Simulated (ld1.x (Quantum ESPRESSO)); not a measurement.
**vanadium TM: all-electron and pseudo phase curves**

```
Element                 : vanadium (V)
Generator               : ld1.x (Quantum ESPRESSO) 7.5
Type                    : norm-conserving Troullier–Martins (Kleinman–Bylander form)
Functional              : PBE
Relativity              : scalar-relativistic
Frozen core             : [Ne] 3s2
Valence charge          : 11
Reference configuration : 3p6 3d3 4s0 4p0 (charge +2)
Partial waves           : 4s (bound, empty): rc 2.75 bohr; 3p (bound): rc 1.55 bohr; 3d (bound): rc 1.85 bohr
Local potential         : the d channel
Core correction         : Bessel-smoothed model core, default radius (core density twice the valence density)
```

The phase is arctan(r·u′/u) with u = r·R(r), unwrapped; energies in Ry, scanned from -6 to 5 Ry. A pole is an energy at which the radial function vanishes at the test radius. The pseudo phase is shifted by a multiple of π to meet the all-electron one at the reference energy, and phase errors are pseudo minus all-electron; the curves can meet again beyond the range given. Levels narrower than the energy grid can be missing from the lists of poles.

Task: For each channel, where are the poles, and over which energies does the pseudopotential scatter like the atom?

Result:

```tsv
channel	radius (bohr)	reference energy (Ry)	poles, all-electron	poles, pseudo	unbroken range about the reference energy with phases within 0.05 rad	phase error 1 Ry above the reference energy (rad)
s	2.99	-1.31	-0.07	-0.16, 2.75	below 0.5	-0.012
p	2.99	-4.45	-4.44, 0.72	-4.44, 0.88	below -1.3	+0.001
d	2.99	-1.57	-1.47, 2.08	-1.47, 2.46	below -0.3	+0.022
```

Note: ghost state, extra bound levels that the all-electron valence spectrum of the same l lacks: s at -145.7 eV. A true bound ghost makes a file unfit for plane-wave use.

Phases in the p channel:

```
E (Ry)  all-electron  pseudo
 -6.00         1.413   1.413
 -5.48         1.401   1.402
 -4.96         1.386   1.386
 -4.44        -1.589  -1.589
 -3.92        -1.774  -1.774
 -3.40        -1.804  -1.803
 -2.88        -1.843  -1.841
 -2.36        -1.905  -1.902
 -1.84        -2.029  -2.018
 -1.32        -2.388  -2.337
 -0.80        -3.704  -3.534
 -0.28        -4.425  -4.369
  0.24        -4.622  -4.592
  0.76        -4.718  -4.695
  1.28        -4.786  -4.764
  1.80        -4.854  -4.827
  2.32        -4.945  -4.905
  2.84        -5.125  -5.045
  3.36        -5.763  -5.479
  3.88        -7.152  -6.978
  4.40        -7.553  -7.534
  4.92        -7.685  -7.687
```
